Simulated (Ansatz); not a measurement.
Ansatz (a program for electronic structure) input file for C₂H₄GeN₂, SMILES N#C/N=[CH]\[GeH3], CAM-B3LYP/def2-SVPD. The structure is a stationary point at PBE0-D3(BJ)/def2-SVP. The structure was generated by enumeration; whether it is a known compound was not checked.

Ansatz 0.2 input:
```yaml
crystal:
  periodic: [false, false, false]
  atoms:
    - {symbol: N, position_ang: [2.67320596, -0.89088415, -0.80834855]}
    - {symbol: C, position_ang: [2.05307074, -0.02676387, -0.33500595]}
    - {symbol: N, position_ang: [1.46964501, 1.03395784, 0.21908050]}
    - {symbol: C, position_ang: [0.21298413, 1.10622306, 0.44850347]}
    - {symbol: Ge, position_ang: [-1.18368726, -0.24639061, 0.07874550]}
    - {symbol: H, position_ang: [-0.11408634, 2.05149793, 0.91279774]}
    - {symbol: H, position_ang: [-1.81348281, -0.61916061, 1.42949025]}
    - {symbol: H, position_ang: [-2.23753802, 0.43280770, -0.80888732]}
    - {symbol: H, position_ang: [-0.55318632, -1.45891646, -0.60936550]}
basis:
  gaussian:
    orbitals: def2-SVPD
hamiltonian:
  xc: {name: CAM-B3LYP}
```

Output:

```
WARN ansatz: RAYON_NUM_THREADS=1 ignored (pool sized by the plan → 1); use --threads N
Functional definition: CAM-B3LYP
integrals: 0.11 GiB planned
1378 factors; their error is unknown
integrals: 0.13 GiB planned
488 factors; integrals over basis functions are off by at most 1.7e-5 eV
mean field: 0.96 GiB planned
mean field evaluation 1: about -61620.8161 eV, gradient 4.6e1 eV
mean field evaluation 2: about -61616.5919 eV, gradient 6.5e1 eV
mean field evaluation 4: about -61625.2488 eV, gradient 3.8e0 eV
mean field evaluation 8: about -61625.2759 eV, gradient 1.2e-1 eV
mean field evaluation 16: about -61625.3860 eV, gradient 2.6e-4 eV
mean field -61625.38603410 eV, -2264.6911655661 hartree, gradient 4.2e-5 eV, S^2 0.000000; 0 other end points of the search recorded, 0 dependent functions left out
reference -61625.38617205 eV, -2264.6911706357 hartree; 31, 31 occupied and 119, 119 virtual orbitals, 1378 factors
Total energy: -61625.38617205 eV, -2264.6911706357 hartree
```

Self-consistency was reached.
